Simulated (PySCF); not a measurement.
Ionisation energy of As by level of theory

As [Ar] 3d10 4s2 4p3 (4S) → As+ [Ar] 3d10 4s2 4p2 (3P), as a difference of total energies. Computed with PySCF 2.14 in x2c-SVPall (5s4p3d, 32 functions), with the spin-free X2C one-electron Hamiltonian (Gaussian nucleus). Correlated levels: valence: [Ar] 3d10 frozen. The calculations carry no spin-orbit coupling.

```csv
method,ionisation energy (eV)
UHF,9.431
M06-L,9.687
B3LYP,9.809
MP2 (valence),9.766
SCS-MP2 (valence),9.645
CCSD (valence),9.715
CCSD(T) (valence),9.720
```

Errors of the correlated levels include the incompleteness of this basis and the frozen core.

Task: Which method comes closest to the reference value, and which is furthest?

Result: The reference is 10.008 eV (measured; NIST levels, between the centres of gravity of the two terms). Closest: B3LYP (error -0.199 eV); furthest: UHF (error -0.577 eV).
